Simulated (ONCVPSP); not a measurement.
# antimony (Sb): one change to an ONCV potential, before and after

Sb (Z = 51), optimised norm-conserving Vanderbilt (ONCV), made with ONCVPSP 4.0.1 (PBE, scalar-relativistic). Core [Ar] 3d10, reference 4s2 4p6 4d10 5s1.5 5p3.5. Waves: 4s+5s: rc 1.40 bohr, ncon 3, nbas 6, qcut 7.2 1/bohr, 2 projectors; 4p+5p: rc 1.40 bohr, ncon 3, nbas 6, qcut 9.2 1/bohr, 3 projectors, debl 1.4 Ha; 4d: rc 1.20 bohr, ncon 3, nbas 8, qcut 14.1 1/bohr, 2 projectors, debl 1.4 Ha. Local part: polynomial inside 1.20 bohr (lpopt 5, dvloc0 -1 Ha). Core correction: none.

Change: d: rc 0.84; local potential polynomial inside 0.84 bohr (lpopt 5, dvloc0 -1 Ha).

Cutoffs: the cutoffs (Ha) at which the residual kinetic energy of the hardest occupied pseudo-wave falls to 1 and 0.1 mHa per electron; they do not see the model core or the augmentation charge, which bear on the density cutoff. Errors are all-electron minus pseudo energies relative to the spin-unpolarised reference configuration.

What does the change do?

The potential gets harder (51 Ha and 61 Ha → 56 Ha and 73 Ha); the errors of the 4 common tests hardly move; the range in which the s phases agree narrows (upper end at the end of the scan → 2.4); neither file shows a bound ghost. A smaller radius makes the pseudo-wave follow the all-electron one further in, where it bends more sharply, so more plane waves are needed.

| quantity | base | changed |
| --- | --- | --- |
| cutoff, loose | 51 Ha | 56 Ha |
| cutoff, tight | 61 Ha | 73 Ha |
| loose cutoff by channel | s 21 Ha, p 26 Ha, d 51 Ha | s 21 Ha, p 26 Ha, d 56 Ha |
| bound ghosts | none | none |
| GHOST(+) flags under 300 eV | none | s at 89.2 eV |
| error for 4s2 4p6 4d10 5s2 5p3, meV [ΔE -4.03 eV] | +0.1 | +0.1 |
| error for 4s2 4p6 4d10 5s2 5p2, meV [ΔE 4.29 eV] | -1.3 | -1.3 |
| error for 4s2 4p6 4d10 5s2 5p1, meV [ΔE 20.26 eV] | -4.1 | -4.0 |
| error for 4s2 4p6 4d10 5s1 5p0, meV [ΔE 88.96 eV] | -22 | -21 |
| s: phases at 1.42 bohr within 0.05 rad from the reference energy up to (Ha; the scan ends near 5) | to the end of the scan | 2.4 |
| p: phases at 1.42 bohr within 0.05 rad from the reference energy up to (Ha; the scan ends near 5) | to the end of the scan | to the end of the scan |
